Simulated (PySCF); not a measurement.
**Two-component Hartree-Fock for Fe¹⁴⁺ (iron, charge +14)**

Start: [Ne] 3s2. Calculated with PySCF 2.14 in an uncontracted even-tempered set (19 s from 1.2 bohr⁻², ratio 2.4; 13 p from 1.5 bohr⁻², ratio 2.4; 5 d from 5.7 bohr⁻², ratio 2.6; 4 f from 8.5 bohr⁻², ratio 2.6): generalised Hartree-Fock with the X2C-1e Hamiltonian and a Gaussian nucleus; one run each with spin-orbit coupling (SO) switched off, then screened by Boettger's factors.

| spinor shell | electrons | ε, spin-free (eV) | ε, screened SO (eV) | weight of nominal j (screened SO) | rms radius, screened SO (bohr) |
| --- | --- | --- | --- | --- | --- |
| 1s1/2 | 2 | -7624.8 | -7624.8 | 1.000 | 0.0674 |
| 2s1/2 | 2 | -1310.6 | -1310.6 | 1.000 | 0.284 |
| 2p1/2 | 2 | -1177.7 | -1186.6 | 1.000 | 0.254 |
| 2p3/2 | 4 | -1177.7 | -1173.4 | 1.000 | 0.257 |
| 3s1/2 | 2 | -453.13 | -453.12 | 1.000 | 0.732 |

```
   quantity    spin-free  screened SO
E (hartree)  -1182.84692  -1182.86559
        M_J            0            0
       ⟨J²⟩        0.000        0.000
       ⟨L²⟩        0.000        0.000
       ⟨S²⟩        0.000        0.000
```

Without spin-orbit coupling the j labels of p, d and f shells carry no meaning; the spin-free column gives the mean over the occupied spinors of each nl shell.
